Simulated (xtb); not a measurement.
HCl$_{3}$Ge (SMILES [Cl][GeH]([Cl])[Cl]), singlet, at a GFN2-xTB geometry; GFN2-xTB (xtb).

The xtb input:
```
$ xtb mol.xyz --gfn 2 --etemp 5000 --json

# file mol.xyz
5

Ge    -0.02977891    -0.00209901     0.41684983
Cl    -0.20148143     1.97371341    -0.30550782
Cl     1.83642666    -0.79169952    -0.17384882
Cl    -1.57075463    -1.17748931    -0.41919355
H     -0.13831524    -0.00974937     1.93615862
```

Q: Write the output that xtb gives for this input, abridged.

A: 
```
   ID    Z sym.   atoms
    1   32 Ge     1
    2   17 Cl     2-4
    3    1 H      5

           -------------------------------------------------
          |                Calculation Setup                |
           -------------------------------------------------

           -------------------------------------------------
          |                 G F N 2 - x T B                 |
           -------------------------------------------------

          ...................................................
          :                      SETUP                      :
          :.................................................:
          :  # basis functions                  41          :
          :  # atomic orbitals                  37          :
          :  # shells                           13          :
          :  # electrons                        26          :
          :  max. iterations                   250          :
          :  Hamiltonian                  GFN2-xTB          :
          :  restarted?                      false          :
          :  GBSA solvation                  false          :
          :  PC potential                    false          :
          :  electronic temp.         5000.0000000     K    :
          :  accuracy                    1.0000000          :
          :  -> integral cutoff          0.2500000E+02      :
          :  -> integral neglect         0.1000000E-07      :
          :  -> SCF convergence          0.1000000E-05 Eh   :
          :  -> wf. convergence          0.1000000E-03 e    :
          :  Broyden damping             0.4000000          :
          :  net charge                          0          :
          :  unpaired electrons                  0          :
          ...................................................

 iter      E             dE          RMSdq      gap      omega  full diag
   1    -15.9692625 -0.159693E+02  0.793E+00    5.87       0.0  T
   2    -15.8117508  0.157512E+00  0.103E+01    7.30       1.0  T
   3    -16.2415958 -0.429845E+00  0.331E+00    6.55       1.0  T
   4    -16.2472659 -0.567008E-02  0.836E-01    6.32       1.0  T
   5    -16.2469463  0.319630E-03  0.653E-01    6.32       1.0  T
   6    -16.2480368 -0.109057E-02  0.101E-01    6.38       1.0  T
   7    -16.2480537 -0.168427E-04  0.299E-02    6.37       1.5  T
   8    -16.2480565 -0.284322E-05  0.144E-02    6.37       3.1  T
   9    -16.2480571 -0.604256E-06  0.354E-03    6.37      12.6  T
  10    -16.2480571  0.188743E-08  0.141E-03    6.37      31.7  T
  11    -16.2480571 -0.294277E-08  0.349E-04    6.37     128.0  T
  12    -16.2480571 -0.207628E-09  0.402E-05    6.37    1112.2  T

   *** convergence criteria satisfied after 12 iterations ***

         :::::::::::::::::::::::::::::::::::::::::::::::::::::
         ::                     SUMMARY                     ::
         :::::::::::::::::::::::::::::::::::::::::::::::::::::
         :: total energy             -16.234170828272 Eh    ::
         :: gradient norm              0.000465587384 Eh/a0 ::
         :: HOMO-LUMO gap              6.368856963219 eV    ::
         ::.................................................::
         :: SCC energy               -16.248055229698 Eh    ::
         :: -> isotropic ES           -0.003939016118 Eh    ::
         :: -> anisotropic ES          0.000691267609 Eh    ::
         :: -> anisotropic XC          0.001022753111 Eh    ::
         :: -> dispersion             -0.004798136886 Eh    ::
         :: repulsion energy           0.013884401426 Eh    ::
         :: add. restraining           0.000000000000 Eh    ::
         :: total charge               0.000000000002 e     ::
         :::::::::::::::::::::::::::::::::::::::::::::::::::::

           -------------------------------------------------
          |                Property Printout                |
           -------------------------------------------------

    * Orbital Energies and Occupations

[...]
         2        2.0000           -1.0710285             -29.1442
         3        2.0000           -1.0690965             -29.0916
         4        2.0000           -0.6626234             -18.0309
         5        2.0000           -0.4972115             -13.5298
         6        2.0000           -0.4965417             -13.5116
         7        2.0000           -0.4965417             -13.5116
         8        1.9998           -0.4621737             -12.5764
         9        1.9998           -0.4621737             -12.5764
        10        1.9995           -0.4508409             -12.2680
        11        1.9995           -0.4508409             -12.2680
        12        1.9995           -0.4505781             -12.2609
        13        1.9994           -0.4486804             -12.2092 (HOMO)
        14        0.0026           -0.2146292              -5.8404 (LUMO)
        15        0.0000           -0.1383988              -3.7660
        16        0.0000           -0.1383988              -3.7660
        17        0.0000           -0.0863649              -2.3501
        18                         -0.0047061              -0.1281
        19                         -0.0047061              -0.1281
        20                         -0.0026520              -0.0722
        21                         -0.0026520              -0.0722
        22                         -0.0021790              -0.0593
        23                         -0.0008045              -0.0219
        24                         -0.0007982              -0.0217
       ...                                ...                  ...
        37                          1.0752497              29.2590
      -------------------------------------------------------------
                  HL-Gap            0.2340512 Eh            6.3689 eV
             Fermi-level           -0.3196448 Eh           -8.6980 eV

     #   Z          covCN         q      C6AA      α(0)
     1  32 Ge       3.382     0.292   174.010    24.102
     2  17 Cl       0.818    -0.113   102.596    15.495
     3  17 Cl       0.818    -0.113   102.596    15.495
     4  17 Cl       0.818    -0.113   102.596    15.495
     5   1 H        0.932     0.048     2.338     2.391

 Mol. C6AA /au·bohr⁶  :       2022.672025
 Mol. C8AA /au·bohr⁸  :     106981.721383
 Mol. α(0) /au        :         72.978048

Wiberg/Mayer (AO) data.
largest (>0.10) Wiberg bond orders for each atom

 ---------------------------------------------------------------------------
     #   Z sym  total        # sym  WBO       # sym  WBO       # sym  WBO
 ---------------------------------------------------------------------------
     1  32 Ge   4.209 --     2 Cl   1.158     4 Cl   1.158     3 Cl   1.158
                             5 H    0.736
     2  17 Cl   1.398 --     1 Ge   1.158
     3  17 Cl   1.398 --     1 Ge   1.158
     4  17 Cl   1.398 --     1 Ge   1.158
     5   1 H    0.997 --     1 Ge   0.736
 ---------------------------------------------------------------------------

Topologies differ in total number of bonds
Writing topology from bond orders to xtbtopo.mol

molecular dipole:
                 x           y           z       tot (Debye)
 q only:       -0.043      -0.003       0.600
   full:       -0.037      -0.003       0.522       1.329
molecular quadrupole (traceless):
                xx          xy          yy          xz          yz          zz
 q only:       -1.536       0.002      -1.559      -0.333      -0.023       3.095
  q+dip:       -1.852       0.002      -1.881      -0.401      -0.028       3.733
   full:       -1.748       0.002      -1.775      -0.378      -0.027       3.522

           -------------------------------------------------
          | TOTAL ENERGY              -16.234170828272 Eh   |
          | GRADIENT NORM               0.000465587384 Eh/α |
          | HOMO-LUMO GAP               6.368856963219 eV   |
           -------------------------------------------------

normal termination of xtb
```
